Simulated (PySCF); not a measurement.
# Substituent effects on chemical shifts

Parent skeleton `[CH2:1]1[CH2:2][SiH2:3]1`; one hydrogen on atom 3 is replaced by X. Hydrogens on one atom are averaged.

PySCF 2.14 calculation with GIAO PBE0/pcSseg-1 shieldings and geometry: GFN2-xTB; non-relativistic, no solvent, rapidly exchanging positions averaged, single conformer.

δ = σ(ref) − σ, references computed at the same level: 13C (186.93 ppm), 29Si (349.16 ppm), 1H (31.72 ppm) vs TMS.

Parent (X = H): C1/C2 -7.7, Si3 -160.4, H(C1)/H(C2) 0.52, H(Si3) 2.42 ppm. Effects are Δδ = δ(X) − δ(H), positive for deshielding.

(1) Give Δδ (ppm) for X = N=CH2, allyl, vinyl, 2-furyl, NHCHO, Ph, NMe2, COCH3, 4-pyridyl.

(2) Which position responds most, and to which substituents?

Results:

(1) 
```csv
X,SMILES,C1/C2,Si3,H(C1)/H(C2),H(Si3)
N=CH2,C=N[SiH]1CC1,+12.9,+34.1,+0.47,+1.86
allyl,C=CC[SiH]1CC1,+3.6,+38.8,-0.02,+0.50
vinyl,C=C[SiH]1CC1,+7.7,+25.3,+0.16,+0.78
2-furyl,c1coc([SiH]2CC2)c1,+6.8,+25.2,+0.26,+1.28
NHCHO,O=CN[SiH]1CC1,+4.9,+47.9,+0.11,+1.84
Ph,c1ccc([SiH]2CC2)cc1,+7.1,+35.1,+0.30,+1.19
NMe2,CN(C)[SiH]1CC1,+8.0,+60.0,+0.04,+1.64
COCH3,CC(=O)[SiH]1CC1,+8.6,+13.1,+0.36,+0.63
4-pyridyl,c1cc([SiH]2CC2)ccn1,+8.1,+34.5,+0.39,+1.16
```

(2) Si3: from +13.1 ppm with COCH3 to +60.0 ppm with NMe2.
